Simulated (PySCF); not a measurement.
Gas-phase reaction: 2 Na + O = Na2O

Method: PySCF energies plus ideal-gas RRHO corrections (1 bar). 'Table' is the NASA 1993 thermochemical table (part measured, part estimated). After a fit of one offset per element over all species, the range-separated, M06-2X, PBE0/def2-QZVP and CCSD(T)/def2-TZVPP enthalpies, where run, lie to one side of the table for Na2O (+27 kJ/mol): a fault of the table's entry, another state or a shared error of the levels is possible; this was not checked at source. † marks an energy on the PBE0/def2-TZVP geometry and frequencies. MP2 and CCSD(T) freeze the core. Open shells (unrestricted): Na (multiplicity 2), O (multiplicity 3); the rest are closed-shell singlets. Spin-orbit splitting is ignored; it lowers the true energy and changes the entropy of O. B3LYP is the form with VWN-RPA correlation. For Na the outer core is correlated in a valence basis, which is rough. For this reaction the table lies outside the span of B3LYP, CCSD(T), M06-2X, MP2, PBE0, r2SCAN, ωB97M-V, ωB97X-V in their largest bases here; which side is off was not settled. MP2 isn't extrapolated to the basis-set limit. CCSD(T) isn't extrapolated to the basis-set limit. The table's entry may be an old estimate for Na2O (not checked at source). Warning, large T1 diagnostic: Na2O (CCSD(T)/def2-TZVPP†).

```
level                ΔH°(298 K), kJ
-------------------  --------------
table                        -505.2
B3LYP/def2-TZVP†             -456.3
BLYP/def2-TZVP†              -500.5
CCSD(T)/def2-TZVPP†             ___
HF/def2-TZVP†                   ___
MP2/def2-SVP†                -455.8
PBE/def2-TZVP†               -499.8
PBE0/def2-QZVP†                 ___
PBE0/def2-SVP†               -432.0
r2SCAN/def2-TZVP†            -469.0
LDA/def2-TZVP†               -598.8
ωB97X-V/def2-TZVP†              ___
```

Q: Fill in the missing entries.

A: 
- CCSD(T)/def2-TZVPP†, ΔH°(298 K), kJ: -438.6
- HF/def2-TZVP†, ΔH°(298 K), kJ: -76.8
- PBE0/def2-QZVP†, ΔH°(298 K), kJ: -425.8
- ωB97X-V/def2-TZVP†, ΔH°(298 K), kJ: -458.7
